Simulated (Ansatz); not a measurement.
`O[SiH](O)S[SiH2]`, charge 0, multiplicity 2.

Give a relaxed structure at PBE0-D4/def2-TZVP (the Gaussian-basis code of Ansatz). (An estimate is asked.)

Computed: 
Cartesian coordinates in Å:
```
O -0.237 1.776 -0.404
Si -0.428 0.242 -0.914
O 0.015 0.143 -2.485
S 0.811 -1.158 0.137
Si -0.020 -0.928 2.087
H 0.640 2.160 -0.452
H -1.852 -0.061 -0.683
H 0.222 -0.719 -2.847
H 0.166 0.456 2.607
H 0.683 -1.911 2.954
```
This is one stationary point; other conformers may exist.
